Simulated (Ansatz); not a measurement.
`C[NH][GaH][SH]` + `CF` → `C[NH][GaH][CH2]F` + H₂S  (formal exchange of groups at a Ga–S bond)

Program: Ansatz. Geometries: PBE0-D4/def2-TZVP. ΔE: electronic, gas phase. CCSD(T)/CBS adds triple-zeta CCSD(T) − MP2 to the extrapolated MP2 energy (def2 sets, frozen cores). This one scheme is used for every species. DFT in def2-TZVPP. For Ga outer-core shells are correlated without core-valence functions, which leaves a few kJ/mol of doubt a bond. Scalar relativity is left out up to krypton. One conformer a species, not always the lowest.

```
  level  ΔE (kcal/mol)
ωB97M-V           27.9
 r2SCAN           29.2
```

**Question.** What does CCSD(T)/CBS give? (Estimate.)

**Answer.** The calculation gave: +28.6 kcal/mol. The listed levels differ from it by -0.7, 0.6 kcal/mol.

Largest T1 diagnostic among the species: 0.014.

From r2SCAN to r2SCAN0 (25 % exact exchange), in def2-TZVPP and without D4, ΔE moves by +1.0 kcal/mol. In def2-TZVPP, CCSD(T) changes the Hartree–Fock value by −4.2 kcal/mol (the triples alone add −0.2 kcal/mol) and MP2 by −2.9 kcal/mol. Leaving LDA and LC-ωPBE aside and taking each functional with its dispersion term where it has one, the values, not all of them listed here, spread over 3.4 kcal/mol, from BLYP-D4 to PBE-QIDH. LDA lies −1.3 kcal/mol from PBE without D4.
